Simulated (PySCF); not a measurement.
An unknown gives this computed stick spectrum. Method used: TDDFT wB97X-D/def2-SVPD, vertical, gas phase, core orbitals frozen in the response (PySCF). Geometries: GFN2-xTB, one conformer each.

| state | E (eV) | f | main configurations (H = HOMO, L = LUMO) |
| --- | --- | --- | --- |
| S1 | 7.09 | 0.0008 | H-1→L (78%), H→L (11%) |
| S2 | 7.13 | 0.029 | H→L (68%), H-1→L (13%) |
| S3 | 7.38 | 0.0057 | H-2→L (65%), H-2→L+3 (11%) |
| S4 | 7.90 | 0.037 | H-3→L (37%), H→L+1 (11%), H-1→L+1 (10%) |
| S5 | 7.92 | 0.035 | H-1→L+1 (65%) |
| S6 | 8.16 | 0.015 | H→L+1 (63%), H→L+2 (22%) |
| S7 | 8.53 | 0.024 | H-2→L+1 (46%), H-2→L+2 (24%) |
| S8 | 8.60 | 0.010 | H-1→L+2 (39%), H-1→L+5 (12%), H-5→L (9%) |

Triplets computed (Tamm–Dancoff): 6.58, 6.75, 6.87 eV.

Orbital energies (eV): HOMO-3 -11.34, HOMO-2 -10.47, HOMO-1 -10.17, HOMO -10.12, LUMO 1.55, LUMO+1 2.02, LUMO+2 2.56.

Question: Which structure fits? All have the formula C3H7ClOSi.
A. `C/C=C(/Cl)O[SiH3]`
B. `Cl[C@@H]1CO[SiH2]C1`
C. `C=CO[SiH2]CCl`

Answer: B. Its S1, at 7.09 eV, is the highest among the candidates; the nearest of the others has S1 at 6.59 eV. S1 is HOMO-1→LUMO (78%), HOMO→LUMO (11%). Löwdin shares by element: HOMO chlorine 49%, carbon 18% or more, oxygen 10%, silicon 8% (atoms not listed hold the other 15%); LUMO silicon 28%, chlorine 20%, oxygen 10%, carbon 9% or more (atoms not listed hold the other 33%). At the same level the other candidates give, for their lowest levels:
- `C/C=C(/Cl)O[SiH3]`: 5.89 eV (f 0.000); 6.29 eV (f 0.001); 6.71 eV (f 0.481); 7.18 eV (f 0.003); 7.57 eV (f 0.003); T1 4.25 eV; HOMO -8.42, LUMO 1.75 eV
- `C=CO[SiH2]CCl`: 6.59 eV (f 0.014); 7.01 eV (f 0.240); 7.08 eV (f 0.278); 7.26 eV (f 0.020); 7.43 eV (f 0.000); T1 4.43 eV; HOMO -9.02, LUMO 1.74 eV
